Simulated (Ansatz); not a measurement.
Steps of a relaxation of C4H2F4 (`FCC#CC(F)(F)F`) with RKS PBE-D4/def2-SVP.

```sh
$ ansatz run in.yaml --threads 4 --pin off --events-out ev --progress --plain --max-ram 11315MiB
```

```yaml
crystal:
  periodic: [false, false, false]
  atoms:
    - {symbol: F, position_ang: [1.845800, -1.605200, 1.479600]}
    - {symbol: C, position_ang: [1.786200, -0.282400, 1.011100]}
    - {symbol: C, position_ang: [0.504300, -0.056300, 0.279400]}
    - {symbol: C, position_ang: [-0.423000, 0.126000, -0.300200]}
    - {symbol: C, position_ang: [-1.749600, 0.310900, -1.027000]}
    - {symbol: F, position_ang: [-2.809400, 0.136100, -0.193100]}
    - {symbol: F, position_ang: [-1.832100, -0.534000, -2.047100]}
    - {symbol: F, position_ang: [-1.788300, 1.595700, -1.499600]}
    - {symbol: H, position_ang: [1.889000, 0.403800, 1.915400]}
    - {symbol: H, position_ang: [2.660300, -0.145700, 0.384500]}
basis:
  gaussian: {orbitals: def2-SVP}
hamiltonian: {xc: pbe, dispersion: d4}
relax: {f_tol: 0.03, max_steps: 200}
```

Positions (Å) and forces (eV/Å) along the path, 6 of 6 steps:

```xyz
10
step=1 energy=-15018.2900 eV
F     1.846   -1.605    1.480   -0.115    0.425   -0.112
C     1.786   -0.282    1.011   -1.212   -0.489    1.124
C     0.504   -0.056    0.279   14.250   -2.429    8.499
C    -0.423    0.126   -0.300  -14.647    2.448   -8.498
C    -1.750    0.311   -1.027    1.593    0.872    1.245
F    -2.809    0.136   -0.193    0.463   -0.010   -0.497
F    -1.832   -0.534   -2.047   -0.362   -0.237   -0.364
F    -1.788    1.596   -1.500   -0.280   -0.609    0.052
H     1.889    0.404    1.915   -0.241   -0.332   -0.713
H     2.660   -0.146    0.385    0.551    0.360   -0.736
10
step=2 energy=-15019.2007 eV
F     1.889   -1.619    1.514   -0.021    0.371   -0.095
C     1.817   -0.306    1.043   -0.469   -0.373    0.395
C     0.559   -0.074    0.320   -0.324    0.195   -0.395
C    -0.471    0.131   -0.320    0.101   -0.154    0.245
C    -1.761    0.328   -1.043    0.604    0.550    0.636
F    -2.815    0.147   -0.214    0.081   -0.032   -0.105
F    -1.876   -0.522   -2.065   -0.105   -0.224   -0.320
F    -1.834    1.599   -1.528   -0.004   -0.331    0.053
H     1.891    0.395    1.915   -0.028   -0.125   -0.194
H     2.684   -0.130    0.381    0.166    0.121   -0.219
10
step=3 energy=-15019.2210 eV
F     1.886   -1.615    1.515   -0.008    0.211   -0.063
C     1.808   -0.310    1.042   -0.183   -0.239    0.138
C     0.556   -0.076    0.319   -0.091    0.094   -0.196
C    -0.471    0.128   -0.316   -0.072   -0.090    0.082
C    -1.749    0.330   -1.035    0.338    0.340    0.350
F    -2.804    0.148   -0.211    0.005   -0.025   -0.024
F    -1.871   -0.522   -2.063   -0.047   -0.160   -0.211
F    -1.823    1.595   -1.523    0.011   -0.160    0.026
H     1.878    0.393    1.906    0.005   -0.018   -0.044
H     2.672   -0.121    0.370    0.042    0.047   -0.059
10
step=4 energy=-15019.2282 eV
F     1.887   -1.609    1.514    0.003   -0.029    0.008
C     1.800   -0.314    1.041    0.023   -0.001    0.000
C     0.553   -0.081    0.316    0.049    0.031   -0.042
C    -0.474    0.121   -0.312   -0.095   -0.052    0.022
C    -1.739    0.333   -1.027    0.019    0.042    0.007
F    -2.799    0.149   -0.209    0.000   -0.002   -0.011
F    -1.867   -0.523   -2.064    0.002   -0.008   -0.003
F    -1.809    1.591   -1.518    0.002   -0.002    0.001
H     1.870    0.393    1.899   -0.001    0.020    0.009
H     2.662   -0.113    0.363   -0.001    0.002    0.009
10
step=5 energy=-15019.2296 eV
F     1.897   -1.608    1.510    0.015    0.034   -0.006
C     1.802   -0.312    1.037   -0.011    0.002   -0.005
C     0.555   -0.089    0.311    0.021   -0.005    0.017
C    -0.490    0.095   -0.294   -0.009    0.018   -0.013
C    -1.742    0.331   -1.024   -0.001   -0.005    0.002
F    -2.817    0.163   -0.221   -0.007    0.000    0.003
F    -1.871   -0.520   -2.065    0.000    0.000   -0.005
F    -1.784    1.592   -1.511    0.005   -0.004    0.002
H     1.866    0.398    1.893   -0.021   -0.010    0.027
H     2.666   -0.100    0.366    0.008   -0.029   -0.023
10
step=6 energy=-15019.2298 eV
F     1.905   -1.606    1.513   -0.009    0.005   -0.007
C     1.803   -0.312    1.038   -0.013   -0.008   -0.004
C     0.554   -0.092    0.312    0.006   -0.011    0.007
C    -0.490    0.096   -0.294   -0.005   -0.001   -0.001
C    -1.742    0.331   -1.024   -0.006    0.001   -0.004
F    -2.818    0.164   -0.222    0.005   -0.001    0.001
F    -1.872   -0.519   -2.066    0.004    0.000    0.003
F    -1.782    1.592   -1.511    0.002    0.000    0.000
H     1.862    0.397    1.894    0.005    0.010    0.009
H     2.664   -0.102    0.362    0.011    0.004   -0.005
```

It took 4 s on 4 threads of an Intel Xeon 6975P-C on a shared host, with 0.18 GiB of host memory at the peak.
